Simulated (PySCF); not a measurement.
Vertical excitations of a molecule C₅H₅F from TDDFT-PBE/def2-SVPD run with PySCF 2.14.0, as energy in eV (oscillator strength): 4.23 (0.037), 5.64 (0.015), 5.86 (0.008), 6.17 (0.001), 6.18 (0.004), 6.76 (0.035), 6.82 (0.034), 7.06 (0.003), 7.29 (0.002), 7.49 (0.006). Lowest triplet (TDA): 2.71 eV. Geometry optimised at B3LYP-D3(BJ)/def2-SVP. Other conformers were not sampled.

Q: Which molecule gave these data?
A) C#CCC(=C)F
B) FC1C=CC=C1
C) C=C=C(F)C=C
D) C=C(F)C#CC

A: B, FC1C=CC=C1
